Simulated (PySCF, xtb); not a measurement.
C2H8ClNSi, SMILES Cl[SiH](CC)N.

xtb 6.7.1 with GFN2-xTB at its own geometry gives an orbital gap of 6.42 eV and a dipole moment of 2.30 D.

Geometry optimised at B3LYP-D3(BJ)/def2-SVP. Other conformers were not sampled.

Q: What does PySCF with PBE/def2-TZVP give? (The exact figures need the calculation; the answer reports its results.)

A: gap 6.23 eV (levels -6.38 and -0.16 eV), dipole 2.01 D.
